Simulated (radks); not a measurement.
Values are calculated unless marked as measured or tabulated.
All-electron atom: Fe IV in [Ar] 3d4 7p1 (not the ground configuration).

Level of theory: non-relativistic Kohn-Sham, PBE, spin-polarised, spherical densities, point nucleus; open shells are filled with parallel spins first (a radial shooting solver on a logarithmic mesh with Libxc functionals).

Energy parts (Ry):
part                       energy
total                 -2519.22249
kinetic                2517.45563
electron-nucleus      -5902.82932
Hartree                 973.49419
exchange-correlation   -107.34299

Orbitals (lengths in bohr, moments of r in powers of bohr; <r^-3> diverges for s and p1/2):
orbital,occ.,eigenvalue (Ry),<r^-3>
1s up,1,-513.7781,-
1s down,1,-513.7787,-
2s up,1,-63.62029,-
2s down,1,-63.43891,-
2p up,3,-55.47023,462.3
2p down,3,-55.33476,464.2
3s up,1,-10.97045,-
3s down,1,-10.58313,-
3p up,3,-8.55810,61.47
3p down,3,-8.17676,60.25
3d up,4,-4.60237,6.414
3d down,0,-4.23127,6.207
7p up,1,-0.47568,0.7469

The highest occupied level is 7p up at -6.472 eV. The configuration is held as typed, so some empty levels lie below it. Summed over all electrons, <r^2> = 159.0 bohr^2, which gives a Langevin (diamagnetic) susceptibility term of -126 x 10^-6 cm^3/mol.
